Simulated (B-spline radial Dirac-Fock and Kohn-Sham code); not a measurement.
**Photoionisation of cobalt ions at Ag Lα (2984.4 eV)**

Model: Dirac-Hartree-Slater photoionisation with all multipoles and Dirac-Fock thresholds. Program: a radial atomic solver. Cross sections in kb; a dash marks an empty subshell or a threshold above the photon energy.

```
  ion  configuration  total  2p3/2    3s  3p3/2  3d5/2     4s
   Co   [Ar] 3d7 4s2  61.03   23.1  2.75   2.65  0.155  0.194
  Co⁺       [Ar] 3d8  60.75   23.1  2.71   2.59  0.164      –
 Co⁴⁺       [Ar] 3d5  61.26   23.1  2.86   2.82  0.140      –
 Co⁹⁺   [Ne] 3s2 3p6  62.76   23.2  3.40   3.49      –      –
Co²³⁺       [He] 2s2  23.84      –     –      –      –      –
```

Values without a named source are computed, but for edge energies of neutral atoms, which are taken from tables.
